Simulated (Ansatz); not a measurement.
## Molecular dynamics of AlH3O3

The input (input.yaml):

```yaml
crystal:
  periodic: [false, false, false]
  atoms:
    - { symbol: Al, position_ang: [0.018438, -0.282506, 0.087049] }
    - { symbol: O, position_ang: [-0.095034, -0.059249, 1.764003] }
    - { symbol: H, position_ang: [-0.887942, 0.010592, 2.298827] }
    - { symbol: O, position_ang: [1.590885, -0.307352, -0.546279] }
    - { symbol: H, position_ang: [1.779314, -0.45805, -1.476271] }
    - { symbol: O, position_ang: [-1.295217, -0.473486, -0.975844] }
    - { symbol: H, position_ang: [-2.229743, -0.509949, -0.760786] }
basis:
  gaussian: { orbitals: def2-SVP }
hamiltonian:
  xc: b3lyp
  dispersion: d4
md:
  timestep: 2.0
  n_steps: 40
  ensemble: nve
  temperature: 1000.0
  initial_velocities: maxwell_boltzmann
  seed: 754431
```

Run as:

```bash
$ ansatz run input.yaml --threads 1 --pin off --max-ram 2048MiB --backend cpu --events-out ev --progress --plain --runs-dir out
```

It starts from a relaxed structure.

Output, in part (step lines, the closing report, with atoms numbered from 0):

```
md step     0: t =     0.00 fs  T =  1000.0 K  F+E_penalty+E_count = -12784.94311014 eV  E_kin = 0.646300 eV  conserved = -12784.29681014 eV  (23 SCF iters)
[... lines left out ...]
Total energy: -12773.49565836 eV, -469.4173072584 hartree
Atom 0 at     0.419743     0.123824     0.632841 Å, force    -1.281585     0.421648     3.959655 eV/Å
Atom 1 at    -0.775073    -0.346420     1.984201 Å, force    -1.465522    -0.623271    -4.085281 eV/Å
Atom 2 at    -0.104806    -0.055054     2.519224 Å, force     2.822049     0.986529     4.248427 eV/Å
Atom 3 at     1.419336     0.954207     2.316234 Å, force    -1.331061    -1.250829    -3.794589 eV/Å
Atom 4 at    -8.876352   -27.157555   -70.147273 Å, force     0.000031     0.000085     0.000219 eV/Å
Atom 5 at    -0.563742    -0.418560    -0.704078 Å, force     0.944003     0.005473     0.322570 eV/Å
Atom 6 at    -1.192659    -0.958479    -0.161947 Å, force     0.312085     0.460365    -0.651001 eV/Å
Dipole moment:     0.054448    -0.824902    -2.280157 e Å
```

The steps, from the saved trajectory:

| time (fs) | T (K) | potential energy less start (eV) | conserved less start (meV/atom) |
| --- | --- | --- | --- |
| 0 | 1000 | 0.000 | 0.00 |
| 2 | 815 | 0.327 | 29.70 |
| 4 | 1005 | 0.172 | 25.07 |
| 6 | 769 | 0.431 | 40.31 |
| 8 | 957 | 0.131 | 14.74 |
| 10 | 733 | 0.587 | 59.17 |
| 12 | 1009 | 0.546 | 78.81 |
| 14 | 552 | 0.946 | 93.79 |
| 16 | 1137 | 0.378 | 66.66 |
| 18 | 1054 | 1.914 | 278.44 |
| 20 | 4490 | 2.345 | 657.20 |
| 22 | 1386 | 4.287 | 648.04 |
| 24 | 247 | 5.043 | 650.85 |
| 26 | 444 | 4.903 | 649.07 |
| 28 | 1918 | 4.005 | 656.95 |
| 30 | 5510 | 1.497 | 630.24 |
| 32 | 34810 | 12.133 | 4854.93 |
| 34 | 209812 | 8.240 | 20456.48 |
| 36 | 208619 | 8.781 | 20423.66 |
| 38 | 208398 | 8.865 | 20415.12 |
| 40 | 207988 | 9.156 | 20418.87 |
| 42 | 207622 | 9.345 | 20412.11 |
| 44 | 207041 | 9.797 | 20422.99 |
| 46 | 206529 | 10.119 | 20421.70 |
| 48 | 205888 | 10.556 | 20424.98 |
| 50 | 205447 | 10.783 | 20416.64 |
| 52 | 204943 | 11.203 | 20430.11 |
| 54 | 204613 | 11.433 | 20432.60 |
| 56 | 204209 | 11.714 | 20435.36 |
| 58 | 204056 | 11.721 | 20422.37 |
| 60 | 203787 | 12.030 | 20441.70 |
| 62 | 203704 | 12.150 | 20451.06 |
| 64 | 203378 | 12.385 | 20454.56 |
| 66 | 203587 | 12.140 | 20438.81 |
| 68 | 203310 | 12.639 | 20484.48 |
| 70 | 203760 | 12.367 | 20487.24 |
| 72 | 203325 | 12.687 | 20492.83 |
| 74 | 203501 | 12.557 | 20490.49 |
| 76 | 204071 | 12.180 | 20489.28 |
| 78 | 204729 | 11.727 | 20485.26 |
| 80 | 205235 | 11.448 | 20492.09 |

The run went to its last step. The conserved energy changed by up to 20000 meV per atom, so the integration failed: the time step of 2 fs is too long for the fastest motions that this run met, and the later frames carry no physical meaning.

Parted: O4–H5 0.96 → 78.40 Å. It ends as AlH2O3 + H. Pairs count as bonded within 1.25 times the sum of covalent radii (0.12 Å more for H–H).

Last frame:

```xyz
7
Properties=species:S:1:pos:R:3
Al 0.420 0.124 0.633
O -0.775 -0.346 1.984
H -0.105 -0.055 2.519
O 1.419 0.954 2.316
H -8.876 -27.158 -70.147
O -0.564 -0.419 -0.704
H -1.193 -0.959 -0.162
```

Run time: 95 s on 1 thread of Arm Neoverse V2, with other jobs on the host, peak memory 0.15 GiB.
